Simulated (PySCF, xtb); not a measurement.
Au2, SMILES [Au][Au], multiplicity 1.

Harmonic wavenumbers (cm⁻¹) from xtb with GFN2-xTB at its own minimum, in rising order: 189.

Task: What does PBE-D3(BJ)/def2-TZVPD in PySCF give at its own minimum? (The exact figures need the calculation; the answer reports its results.)

Result: 171. Paired by order, the mean absolute difference is 17 cm⁻¹ and the zero-point energies are 0.3 and 0.2 kcal/mol.
